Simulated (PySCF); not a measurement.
CuI, singlet, at a GFN2-xTB geometry (such geometries of metal compounds can be far from the true shape) (all electrons, no relativity); TPSS/STO-3G (PySCF).

The PySCF input:
```python
from pyscf import gto, scf, dft

mol = gto.M(
    atom='''
Cu   -0.00000000   -0.00000000   -1.55408011
I     0.00000000    0.00000000    0.85034572
''',
    basis='sto-3g',
    verbose=4,
)

mf = dft.RKS(mol)
mf.xc = 'tpss'
mf.level_shift = 0.1
mf.max_cycle = 100
mf.kernel()
```

What the program printed (banner, timings and long lists left out):

```
PySCF version 2.14.0

[INPUT] verbose = 4
[INPUT] num. atoms = 2
[INPUT] num. electrons = 82
[INPUT] charge = 0
[INPUT] spin (= nelec alpha-beta = 2S) = 0
[INPUT] symmetry False subgroup None
[INPUT] Mole.unit = angstrom
[INPUT] Symbol           X                Y                Z      unit          X                Y                Z       unit  Magmom
[...]
nuclear repulsion = 338.270103005856
number of shells = 19
number of NR pGTOs = 135
number of NR cGTOs = 45
basis = sto-3g
ecp = {}

******** <class 'pyscf.dft.rks.RKS'> ********
method = RKS
initial guess = minao
damping factor = 0
level_shift factor = 0.1
DIIS = <class 'pyscf.scf.diis.CDIIS'>
diis_start_cycle = 1
diis_space = 8
diis_damp = 0
SCF conv_tol = 1e-09
SCF conv_tol_grad = None
SCF max_cycles = 100
direct_scf = True
direct_scf_tol = 1e-13
XC library pyscf.dft.libxc version 7.1.2
    S. Lehtola, C. Steigemann, M. J. T. Oliveira, and M. A. L. Marques,  SoftwareX 7, 1–5 (2018)
XC functionals = tpss
    J. Tao, J. P. Perdew, V. N. Staroverov, and G. E. Scuseria,  Phys. Rev. Lett. 91, 146401 (2003)
    J. P. Perdew, J. Tao, V. N. Staroverov, and G. E. Scuseria,  J. Chem. Phys. 120, 6898 (2004)
    J. Tao, J. P. Perdew, V. N. Staroverov, and G. E. Scuseria,  Phys. Rev. Lett. 91, 146401 (2003)
    J. P. Perdew, J. Tao, V. N. Staroverov, and G. E. Scuseria,  J. Chem. Phys. 120, 6898 (2004)
radial grids:
    Treutler-Ahlrichs [JCP 102, 346 (1995); DOI:10.1063/1.469408] (M4) radial grids

becke partition: Becke, JCP 88, 2547 (1988); DOI:10.1063/1.454033
pruning grids: <function nwchem_prune>
grids dens level: 3
symmetrized grids: False
atomic radii adjust function: <function treutler_atomic_radii_adjust>
small_rho_cutoff = 0
Set gradient conv threshold to 3.16228e-05
Initial guess from minao.
tot grids = 42600
init E= -8450.36666637523

WARN: HOMO 0.177726612596392 == LUMO 0.177726612596439

cycle= 1 E= -8462.74800136095  delta_E= -12.4  |g|= 1.62  |ddm|= 7.85
[...]
cycle= 2 E= -8463.66565896641  delta_E= -0.918  |g|= 1.87  |ddm|= 8.65
[...]
cycle= 3 E= -8472.05190384591  delta_E= -8.39  |g|= 0.993  |ddm|=  6.2
[...]
cycle= 4 E= -8473.97264737464  delta_E= -1.92  |g|= 0.267  |ddm|= 3.47
[...]
cycle= 5 E= -8467.08828757335  delta_E= 6.88  |g|= 3.24  |ddm|= 5.54
[...]
cycle= 6 E= -8467.97121231817  delta_E= -0.883  |g|= 2.61  |ddm|= 1.33
[...]
cycle= 7 E= -8467.35909788125  delta_E= 0.612  |g|= 3.02  |ddm|= 0.779
[...]
cycle= 8 E= -8468.60126355179  delta_E= -1.24  |g|= 2.03  |ddm|= 1.61
[...]
[...]
[...]
cycle= 71 E= -8474.05932583531  delta_E= -0.00143  |g|= 0.108  |ddm|= 0.145
[...]
cycle= 72 E= -8474.05982134981  delta_E= -0.000496  |g|= 0.116  |ddm|= 0.0529
[...]
cycle= 73 E= -8474.06190914866  delta_E= -0.00209  |g|= 0.115  |ddm|= 0.116
[...]
cycle= 74 E= -8474.06356284906  delta_E= -0.00165  |g|= 0.107  |ddm|= 0.0808
[...]
cycle= 75 E= -8474.07234647306  delta_E= -0.00878  |g|= 0.044  |ddm|= 0.389
[...]
cycle= 76 E= -8474.05457092965  delta_E= 0.0178  |g|= 0.43  |ddm|= 2.89
[...]
cycle= 77 E= -8474.05820683992  delta_E= -0.00364  |g|= 0.39  |ddm|= 0.0754
[...]
cycle= 78 E= -8474.05590799959  delta_E= 0.0023  |g|= 0.409  |ddm|= 0.0463
[...]
cycle= 79 E= -8474.05489809728  delta_E= 0.00101  |g|= 0.411  |ddm|= 0.0361
[...]
cycle= 80 E= -8474.05897809333  delta_E= -0.00408  |g|= 0.375  |ddm|= 0.0494
[...]
cycle= 81 E= -8474.0631452905  delta_E= -0.00417  |g|= 0.338  |ddm|= 0.06
[...]
cycle= 82 E= -8474.06670473932  delta_E= -0.00356  |g|= 0.305  |ddm|= 0.0623
[...]
cycle= 83 E= -8474.07597632387  delta_E= -0.00927  |g|= 0.193  |ddm|= 0.233
[...]
cycle= 84 E= -8474.05354989449  delta_E= 0.0224  |g|= 0.165  |ddm|= 2.87
[...]
cycle= 85 E= -8474.05556740703  delta_E= -0.00202  |g|= 0.144  |ddm|= 0.0896
[...]
cycle= 86 E= -8474.05902165073  delta_E= -0.00345  |g|= 0.124  |ddm|= 0.0958
[...]
cycle= 87 E= -8474.06220239189  delta_E= -0.00318  |g|= 0.105  |ddm|= 0.112
[...]
cycle= 88 E= -8474.06151472952  delta_E= 0.000688  |g|= 0.106  |ddm|= 0.0721
[...]
cycle= 89 E= -8474.06086723287  delta_E= 0.000647  |g|= 0.101  |ddm|= 0.0709
[...]
cycle= 90 E= -8474.06085336123  delta_E= 1.39e-05  |g|= 0.102  |ddm|= 0.0933
[...]
cycle= 91 E= -8474.05535382226  delta_E= 0.0055  |g|= 0.435  |ddm|= 2.86
[...]
cycle= 92 E= -8474.05258836695  delta_E= 0.00277  |g|= 0.453  |ddm|= 0.244
[...]
cycle= 93 E= -8474.04900519844  delta_E= 0.00358  |g|= 0.468  |ddm|= 0.196
[...]
cycle= 94 E= -8474.04255339577  delta_E= 0.00645  |g|= 0.462  |ddm|= 0.299
[...]
cycle= 95 E= -8473.87826690373  delta_E= 0.164  |g|= 0.721  |ddm|= 0.977
[...]
cycle= 96 E= -8473.71436501308  delta_E= 0.164  |g|= 0.905  |ddm|= 0.471
[...]
cycle= 97 E= -8473.57063200032  delta_E= 0.144  |g|= 1.05  |ddm|= 0.309
[...]
cycle= 98 E= -8473.45542902111  delta_E= 0.115  |g|= 1.15  |ddm|= 0.252
[...]
cycle= 99 E= -8473.3249077859  delta_E= 0.131  |g|= 1.38  |ddm|= 2.69
[...]
cycle= 100 E= -8473.18835940717  delta_E= 0.137  |g|= 1.49  |ddm|= 0.904
SCF not converged.
SCF energy = -8473.18835940717
```

The run did not converge; its last values are not results.
